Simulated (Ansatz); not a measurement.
A structure relaxed at r2SCAN-D4/def2-SVP in Ansatz, charge 0, singlet:

Cartesian coordinates in Å:
```
K 0.9104 -1.3028 -1.8568
K -0.6223 0.6890 1.3549
Sn 1.9160 3.3907 0.6981
Sn -2.1715 -2.9744 -0.3718
Cl 2.0186 1.0638 -0.4254
Cl -0.8220 -3.7593 -2.3182
Cl -2.1016 -0.5579 -1.1689
Cl 1.4797 2.3161 2.9104
Cl -0.5220 3.5541 0.1983
Cl -0.0853 -2.4193 0.9794
```

Task: Give its formula.

Result: the cluster K2Sn2Cl6 (the lowest singlet isomer of a short search).

Task: Summarise the bond lengths by kind (pairs closer than 1.2 times the sum of covalent radii, bridged metal pairs left out).

Result: 9 × Cl–K 2.98 to 3.21 Å; 6 × Cl–Sn 2.49 to 2.59 Å.

In the def2 sets Sn takes a core potential; there is no spin–orbit coupling. The structure comes from a short search, and lower isomers may exist.
